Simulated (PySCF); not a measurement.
A species of formula C2H10OSi2 has this rotational fingerprint, computed with PySCF, PBE0-D3(BJ)/def2-SVP geometry optimisation, gas phase:

* Rotational constants: A = 3789, B = 1825, C = 1632 MHz
* Dipole components: |μa| = 0.53 D, |μb| = 0.00 D, |μc| = 0.43 D
* Inertial defect: -100.50 u·Å²
* κ: -0.82

**Question.** Which candidate fits, each taken in the one conformer that was computed?
A. `[CH3:1][O:2][CH2:3][SiH2:4][SiH3:5]` with C1–O2–C3–Si4 178°, O2–C3–Si4–Si5 -45°
B. `[CH3:1][SiH2:2][O:3][SiH2:4][CH3:5]` with C1–Si2–O3–Si4 -27°, Si2–O3–Si4–C5 52°
C. `[CH3:1][CH2:2][SiH2:3][O:4][SiH3:5]` with C1–C2–Si3–O4 59°, C2–Si3–O4–Si5 48°
D. `[CH3:1][SiH:2]([CH3:3])[SiH2:4][OH:5]` with C1–Si2–Si4–O5 60°, Si2–Si4–O5–H 180°

**Answer.** D. It is C[SiH](C)[SiH2]O, an asymmetric top, point group Cs. The candidates at the same level (rigid rotor, commonest isotopes):

```json
{"SMILES": "C[SiH](C)[SiH2]O", "A (MHz)": "3789", "B (MHz)": "1825", "C (MHz)": "1632", "μa (D)": "0.53", "μb (D)": "0.00", "μc (D)": "0.43", "Δ (u·Å²)": "-100.50", "point group": "Cs", "rotor": "asymmetric top"}
{"SMILES": "COC[SiH2][SiH3]", "A (MHz)": "4537", "B (MHz)": "1608", "C (MHz)": "1265", "μa (D)": "1.61", "μb (D)": "0.49", "μc (D)": "0.72", "Δ (u·Å²)": "-26.34", "point group": "C1", "rotor": "asymmetric top"}
{"SMILES": "C[SiH2]O[SiH2]C", "A (MHz)": "4991", "B (MHz)": "1733", "C (MHz)": "1374", "μa (D)": "0.03", "μb (D)": "1.68", "μc (D)": "0.12", "Δ (u·Å²)": "-24.94", "point group": "C1", "rotor": "asymmetric top"}
{"SMILES": "CC[SiH2]O[SiH3]", "A (MHz)": "4628", "B (MHz)": "1687", "C (MHz)": "1368", "μa (D)": "0.72", "μb (D)": "0.64", "μc (D)": "0.61", "Δ (u·Å²)": "-39.44", "point group": "C1", "rotor": "asymmetric top"}
```

`CC[SiH2]O[SiH3]` has A 22 % too high; `COC[SiH2][SiH3]` has C 22 % too low; `C[SiH2]O[SiH2]C` has A 32 % too high. In the right answer the mirror of this Cs structure is the ac plane, so μb vanishes by symmetry. No structure here is proved a minimum.
